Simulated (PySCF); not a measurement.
# Computed properties of ClH6NOSi2, SMILES [SiH2](O[SiH2]N)Cl

ClH6NOSi2, SMILES N[SiH2]O[SiH2]Cl. Geometry: B3LYP-D3(BJ)/def2-SVP. The structure was generated by enumeration, and PubChem lists no compound with its InChIKey, so it may never have been made. The values are those of a single conformer. All values are computed for the isolated molecule unless a solvent is named; none is compared with measurement here.

**Structure.** All 27 harmonic modes at B3LYP-D3(BJ)/def2-SVP (PySCF) are real, so it is a minimum. With heavy atoms numbered as in [SiH2:1]([Cl:2])[O:3][SiH2:4][NH2:5], the shortest bond between them is Si1–O3 at 1.642 Å and the longest Si1–Cl2 at 2.091 Å.

**Vibrations.** The strongest infrared lines (harmonic, unscaled, degenerate partners summed) lie at 958 cm⁻¹ (402 km/mol, H 79 %, Si 17 %), 906 cm⁻¹ (314 km/mol, H 77 %, N 11 %, Si 10 %), 1070 cm⁻¹ (313 km/mol, O 71 %, Si 16 %, H 13 %). The softest mode is at 42 cm⁻¹ and the zero-point energy is 42.5 kcal/mol.

**Electronic structure.** r2SCAN/def2-TZVP (PySCF) places the frontier levels at -6.73 and -0.12 eV, a gap of 6.61 eV, and gives a dipole moment of 1.42 D and a mean polarisability of 70.2 bohr³. PBE/def2-TZVP (PySCF) at the same geometry gives -6.41 and -0.54 eV, so its gap is 0.74 eV narrower. An orbital gap is neither the optical nor the fundamental gap.

**Excitations.** TDA-M06-2X/def2-SVPD (PySCF) has S1 at 7.02 eV (177 nm, f = 0.062, bright); the most intense of the 10 singlets computed lies at 7.02 eV (f = 0.06). T1 (TDA) is at 6.68 eV, 0.34 eV under S1. TDA-PBE/def2-SVPD (PySCF) puts S1 at 5.82 eV. No vertical singlet excitation falls in the visible range (under 3.1 eV).

**NMR.** GIAO shifts at HF/pcSseg-1 (PySCF) (non-relativistic, atoms alike by connectivity averaged): ¹H from 1.7 to 5.1 ppm against TMS; ²⁹Si from -37.3 to -26.6 ppm against TMS. Without spin–orbit terms, shifts of atoms bonded to Cl or Br come out too high.

**Solvation.** SMD-PBE0/def2-SVP (PySCF) gives -0.5 kcal/mol in water, -2.1 kcal/mol in n-hexane, -4.0 kcal/mol in ethanol (1 M in both phases, gas-phase geometry); of these solvents ethanol holds the molecule best.
